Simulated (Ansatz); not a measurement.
SiMe2(SiMe3)2 (C₈H₂₄Si₃). The state is a triplet with charge 0. Geometry PBE-D4/def2-SVP, that of the neutral singlet; atoms count from 1.

```xyz
35

Si   -0.384    0.612   -0.696
C    -1.172    0.042   -2.342
H    -1.159   -1.064   -2.429
H    -0.623    0.458   -3.213
H    -2.228    0.377   -2.414
C    -0.452    2.520   -0.605
H     0.099    2.978   -1.452
H     0.001    2.891    0.337
H    -1.500    2.884   -0.644
Si    1.856   -0.122   -0.630
C     2.550    0.011    1.137
C     1.944   -1.936   -1.198
C     2.924    0.942   -1.793
H     3.621   -0.283    1.163
H     2.000   -0.653    1.835
H     2.473    1.048    1.525
H     1.321   -2.591   -0.556
H     1.581   -2.043   -2.242
H     2.988   -2.313   -1.161
H     2.555    0.887   -2.838
H     2.912    2.007   -1.485
H     3.980    0.597   -1.787
Si   -1.589   -0.296    1.117
C    -1.229   -2.157    1.285
C    -1.080    0.586    2.723
C    -3.457   -0.052    0.845
H    -1.830   -2.604    2.105
H    -0.158   -2.339    1.512
H    -1.473   -2.701    0.349
H     0.007    0.477    2.918
H    -1.306    1.671    2.670
H    -1.627    0.168    3.594
H    -3.710    1.025    0.753
H    -3.798   -0.561   -0.080
H    -4.038   -0.466    1.696
```

At PBE0-D4/def2-SVP a singlet of charge 0 lies 5.40 eV below the triplet at the same geometry.

Q: Estimate the Mulliken populations of the heavy atoms from the PBE0/def2-SVP orbitals of Ansatz.

A: 
| atom | charge (e) | spin (α − β) |
| --- | --- | --- |
| Si1 | 0.08 | 0.75 |
| C2 | -0.28 | -0.05 |
| C6 | -0.28 | -0.05 |
| Si10 | 0.26 | 0.54 |
| C11 | -0.29 | -0.02 |
| C12 | -0.30 | -0.01 |
| C13 | -0.26 | 0.03 |
| Si23 | 0.26 | 0.53 |
| C24 | -0.29 | -0.02 |
| C25 | -0.30 | -0.01 |
| C26 | -0.26 | 0.03 |
Mulliken values depend strongly on the basis.

Q: Where does the spin sit?

A: Summed by element: Si 1.82, C -0.11, H 0.29, of 2 unpaired in all. Largest on single atoms: Si1 0.75, Si10 0.54, Si23 0.53.

Q: And the Mayer bond orders between heavy atoms (over 0.3)?

A: Si1–C2 0.96 (1.91 Å); Si1–C6 0.96 (1.91 Å); Si1–Si10 0.87 (2.36 Å); Si1–Si23 0.87 (2.36 Å); Si10–C11 0.98 (1.90 Å); Si10–C12 1.00 (1.90 Å); Si10–C13 0.89 (1.90 Å); Si23–C24 0.98 (1.90 Å); Si23–C25 1.00 (1.90 Å); Si23–C26 0.89 (1.90 Å).
